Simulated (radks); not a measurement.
These are the eigenvalues of the occupied orbitals of an atom or ion with whole-number occupations (eV). Method: scalar-relativistic Kohn-Sham, PBE, spin-polarised, spherical densities, finite nucleus; Fermi nuclear charge, rms radius of each element as measured or else 0.836 A^(1/3) + 0.57 fm; computed with a radial shooting solver on a logarithmic mesh with Libxc functionals.

orbital  eigenvalue
1s up     -14165.82
1s down   -14165.75
2s up     -1871.764
2s down   -1871.718
2p up     -1655.818
2p down   -1655.743
3s up     -271.2336
3s down   -271.1368
3p up     -202.4627
3p down   -202.3544
3d up      -88.6701
3d down    -88.5370
4s up      -29.7452
4s down    -28.7945
4p up      -15.3775
4p down    -14.4062
4d up       -0.6814

Which element is it, and in what charge state? The configuration may be excited. Open shells, if any, are filled with parallel spins first.

Answer. Z = 36, krypton, charge 0: Kr in [Ar] 3d10 4s2 4p5 4d1. The list shows which subshells hold electrons but not how many an open one holds; the 1s level, -520.58 hartree, gives Z - s = 32.3 by -(Z - s)^2/2, which with screening and relativity narrows Z to a few neighbours, and the depths of the outer levels then fix element, charge and occupations together.
